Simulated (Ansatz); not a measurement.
`C#CC([SiH3])[SiH3]`, charge 0, multiplicity 1.

(1) Give a relaxed structure at PBE0-D4/def2-TZVP (Ansatz). (Best estimate.)

Answers

(1) The calculation gave: 
Cartesian coordinates in Å:
```
C 0.900 1.898 -1.524
C 0.230 1.148 -0.864
C -0.515 0.214 -0.057
Si -0.371 -1.524 -0.792
Si 0.097 0.281 1.732
H 1.480 2.569 -2.111
H -1.580 0.477 -0.048
H -0.872 -1.523 -2.190
H -1.183 -2.464 0.025
H 1.051 -1.950 -0.769
H 1.521 -0.134 1.780
H -0.042 1.660 2.261
H -0.717 -0.651 2.557
```
Point group Cs.
This is one stationary point; other conformers may exist.
